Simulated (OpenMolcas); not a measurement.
An OpenMolcas run meant for Os5+ (ANO-R3, X2C; inactive shells 1s 2s 2p 3s 3p 3d 4s 4p 4d 4f 5s 5p; intended active space 3 electrons in 5 orbitals (5d)). One step of its input:

```
&CASPT2
Multistate=10 1 2 3 4 5 6 7 8 9 10
Frozen=14 16
IPEA=0.25
Shift=5.0
MaxIter=60
WThr=0.0 0.3 0.05
PrWF=0.5
NoMix
```

The run finished. Its levels beside those of a sound run (SS-CASPT2, IPEA 0.25 Eh, imaginary shift 0.1 Eh (closed shells correlated: 5s 5p)), in cm-1 above each run's lowest level:

| Level | This run | Usual run |
| --- | --- | --- |
| 5d3 4F 3/2 | 0.0 | 0.0 |
| 5d3 4F 5/2 | 5958 | 6094 |
| 5d3 4F 7/2 | 11484 | 11592 |
| 5d3 4F 9/2 [56 %] | 14427 | 14215 |
| 5d3 4P 1/2 [72 %] | 17720 | 17204 |
| 5d3 2G 7/2 | 23803 | 23124 |
| 5d3 2H 9/2 [57 %] | 24106 | 23573 |
| 5d3 4P 5/2 | 26158 | 25749 |

Task: Which setting is unsound, and how much does it matter here?

Result: The level shift is far above the usual 0.1 to 0.3 hartree and damps the second-order energy. Against the sound run the excited levels shown move by 370 cm-1 on average and by 680 cm-1 at most.

Term energies are means over components that CASPT2 splits; among the terms shown or strongly mixed into the levels shown the widest spread is 600 cm-1 (5d3 2H, the sound run). Some high roots are left out of the spin-orbit mixing, which shifts the levels that they would mix with. The CASPT2 spread within a term exceeds the gap to the next term for 5d3 2P and 5d3 2H, so the order of their levels is uncertain. Levels of configurations outside the active space are missing.

A share in square brackets marks a mixed level and gives the weight of the term that names it, the lowest over the columns.
